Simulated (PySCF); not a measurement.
SMILES F[SiH2][NH][Ge]([Cl])([Cl])[Cl] (B3LYP/def2-SVP optimised geometry):

```
10

Si     1.212     0.316     0.758
F      1.655     1.508    -0.255
N      0.109    -0.792     0.000
Ge    -1.707    -0.792     0.000
Cl    -2.372    -1.852    -1.755
Cl    -2.521    -1.777     1.738
Cl    -2.448     1.229     0.000
H      0.530     0.934     1.916
H      2.448    -0.425     1.105
H      0.497    -1.508    -0.613
```

Method: B3LYP/def2-TZVP (PySCF).

### Question
What are the frontier orbital energies and the dipole moment?

### Answer
HOMO-2 -9.39 eV, HOMO-1 -9.13 eV, HOMO -8.57 eV, LUMO -2.23 eV, LUMO+1 -0.26 eV; dipole moment 1.89 D.

On the same geometry PBE/def2-TZVP in PySCF gives HOMO-2 -8.24 eV, HOMO-1 -7.98 eV, HOMO -7.40 eV, LUMO -2.90 eV, LUMO+1 -0.91 eV; dipole moment 1.82 D.

Meta-Löwdin charges at B3LYP/def2-TZVP: Si1 1.04, F2 -0.51, N3 -0.77, Ge4 1.01, Cl5 -0.27, Cl6 -0.27, Cl7 -0.26, H8 -0.12, H9 -0.12, H10 0.26.
